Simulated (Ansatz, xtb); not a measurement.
## CH11ClSi4: which of two isomers lies lower

Structure a: `[SiH3]C[Si@@H](Cl)[SiH2][SiH3]`, a singlet. Structure b: `C[SiH2][Si@@H]([SiH3])[SiH2]Cl`, a singlet. Both are isolated molecules in the gas phase, relaxed with r2SCAN-D4/def2-SVP; the shapes shown needn't be the lowest conformers.

a (Å):

```xyz
17

C    -0.4062    1.2899    1.7884
Cl   -0.8379   -1.7252    2.8815
Si    0.6161    2.6188    0.9202
Si    0.5213   -0.2891    2.1892
Si    1.4994   -1.2463    0.2838
Si   -0.2236   -1.5964   -1.2710
H    -0.1531    3.8950    0.8258
H     0.9684    2.1641   -0.4587
H     1.8838    2.8752    1.6696
H    -1.2691    1.0388    1.1454
H    -0.8174    1.7001    2.7286
H     1.4980   -0.0374    3.2900
H     2.1360   -2.5483    0.6546
H     2.5481   -0.3457   -0.2934
H    -1.1992   -2.5819   -0.7168
H    -0.9379   -0.3051   -1.5189
H     0.3054   -2.1062   -2.5723
```

b (Å):

```xyz
17

C    -0.3193    0.1072    1.7532
Cl    0.3886   -1.4799   -1.7166
Si   -2.1782   -0.0234    1.4849
Si   -2.6698    0.0689   -0.8137
Si   -1.7103    1.9816   -1.7807
Si   -1.6800   -1.7742   -1.8661
H     0.2131   -0.6823    1.2009
H     0.0603    1.0784    1.3985
H    -0.0731    0.0136    2.8230
H    -2.8970    1.0941    2.1758
H    -2.7051   -1.3141    2.0328
H    -4.1481    0.0398   -1.0694
H    -0.2641    2.0474   -1.4111
H    -1.8266    1.9424   -3.2709
H    -2.3907    3.2139   -1.2752
H    -1.9984   -3.0783   -1.2130
H    -2.0153   -1.8712   -3.3174
```

Q: Which of the two would you expect CCSD(T)/def2-SVP + ΔMP2/def2-TZVPP electronic energies to favour?

A: Too close to call at this level: CCSD(T)/def2-SVP + ΔMP2/def2-TZVPP gives E(b) − E(a) = −0.34 kcal/mol.

Level by level:

```json
{"level": "r2SCAN-D4/def2-SVP", "geometry": "r2SCAN-D4/def2-SVP", "E(b) − E(a) (kcal/mol)": "−2.84", "departure from the last row (kcal/mol)": "−2.50", "job, with rough time for the two": "optimisation, 62 s"}
{"level": "HF/def2-SVP", "geometry": "r2SCAN-D4/def2-SVP", "E(b) − E(a) (kcal/mol)": "−0.58", "departure from the last row (kcal/mol)": "−0.23", "job, with rough time for the two": "part of the CCSD(T) run"}
{"level": "MP2/def2-SVP", "geometry": "r2SCAN-D4/def2-SVP", "E(b) − E(a) (kcal/mol)": "−1.30", "departure from the last row (kcal/mol)": "−0.95", "job, with rough time for the two": "part of the CCSD(T) run"}
{"level": "CCSD(T)/def2-SVP", "geometry": "r2SCAN-D4/def2-SVP", "E(b) − E(a) (kcal/mol)": "−1.95", "departure from the last row (kcal/mol)": "−1.60", "job, with rough time for the two": "single point"}
{"level": "CCSD(T)/def2-SVP + ΔMP2/def2-TZVPP", "geometry": "r2SCAN-D4/def2-SVP", "E(b) − E(a) (kcal/mol)": "−0.34", "departure from the last row (kcal/mol)": "", "job, with rough time for the two": "single point, 46 s"}
```

As drawn, b has 1 Si–Si, 1 C–H in place of 1 C–Si, 1 Si–H.

The largest departure from CCSD(T)/def2-SVP + ΔMP2/def2-TZVPP is that of r2SCAN-D4/def2-SVP, 2.50 kcal/mol. Levels run at GFN2-xTB geometries aren't shown. The last row adds to CCSD(T) the change of the MP2 difference between the two basis sets, here +1.60 kcal/mol.

With thermal terms from frequencies at re-optimised GFN2-xTB minima (ideal gas, soft modes damped towards free rotors, one conformer each, 298.15 K, 1 atm): on the last row, ΔE + ΔZPE = +1.12, ΔH = +1.39, ΔG = +0.81 kcal/mol.

The correlated steps freeze 26 core orbitals. Programs: Ansatz 0.2.0, xtb 6.7.1; the last row on 4 threads of Intel(R) Xeon(R) Platinum 8375C CPU @ 2.90GHz (Ice Lake) on a shared host.
